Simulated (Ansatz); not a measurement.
ethylene carbonate cation (C3H4O3), SMILES O1CCOC1=O (connectivity only; charge and spin as stated), charge +1, multiplicity 2.

Geometry optimised at ωB97X-D3(BJ)/def2-SVP. A frequency run showed that this geometry is not a minimum. The multiplicity is an assumed one; no other spin state was optimised. The values are those of a single conformer.

Two levels are set side by side: PBE/def2-SVPD (Ansatz, an electronic-structure program) and CAM-B3LYP/def2-SVPD (Ansatz). Energy differences of separate SCF runs at the same geometry; the states with an electron removed or added have multiplicity 3 and 1. Differences are taken from unrounded values.

| quantity | CAM-B3LYP |
|---|---|
| vertical ionisation energy (eV) | 17.51 |
| vertical electron affinity (eV) | 11.05 |

**Question.** What does PBE give, and how far is it from CAM-B3LYP? (Estimate from the structure and the level; the computed values follow.)

**Answer.** 
```
quantity                           PBE  PBE minus CAM-B3LYP
-------------------------------  -----  -------------------
vertical ionisation energy (eV)  17.43                -0.08
vertical electron affinity (eV)  10.30                -0.75
```
